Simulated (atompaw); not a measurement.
# How hard is this Au (Z = 79) PAW (atompaw) potential?

atompaw 4.2.0.5 input, output lines left out:

```
Au 79
GGA-PBE scalarrelativistic loggrid 2001 logderivrange -10 5 376
6 6 5 4 0 0
6 0 1
6 1 0
0 0 0
c
c
c
c
v
v
c
c
c
v
v
c
c
v
c
2
2.20 1.80 1.50 1.95
n
n
y
2.65
n
custom rrkj vanderbiltortho besselshape
bessel
1.60
2.20
1.20
2.20
2.20
2.20
```

The pseudo-atom Hamiltonian at the reference potential is diagonalised in spherical Bessel functions j_l(qr) that vanish at 20 bohr, with q² up to the cutoff. All-electron valence levels (Ry): 5s -7.9650, 6s -0.4235, 5p -4.3939, 6p -0.0566, 5d -0.5055.

Problem. How do the lowest levels (Ry) of each channel move with the cutoff, and are there ghosts?

Solution.

```tsv
cutoff (Ry)	s #1	s #2	p #1	p #2	d #1	d #2	f #1	Σ f·Δε (mRy)
8	-6.4883	-0.4230	-0.0567	0.0578	-0.1830	0.0696	0.1145	32202.7
15	-7.8704	-0.4234	-2.8351	-0.0564	-0.4681	0.0682	0.1145	9917.0
25	-7.9636	-0.4235	-4.2077	-0.0565	-0.5046	0.0680	0.1145	1129.3
40	-7.9647	-0.4235	-4.3792	-0.0565	-0.5054	0.0680	0.1145	90.2
50	-7.9649	-0.4235	-4.3917	-0.0565	-0.5055	0.0680	0.1145	14.6
70	-7.9650	-0.4235	-4.3936	-0.0565	-0.5055	0.0680	0.1145	2.6
100	-7.9650	-0.4235	-4.3938	-0.0565	-0.5055	0.0680	0.1145	1.1
140	-7.9650	-0.4235	-4.3939	-0.0565	-0.5055	0.0680	0.1145	0.5
400	-7.9650	-0.4235	-4.3940	-0.0565	-0.5055	0.0680	0.1145	0.0
```

Result: no extra level below or beside the all-electron valence levels (s, p, d, f tested); 10 mRy is reached at 55 Ry and 1 mRy at 110 Ry.
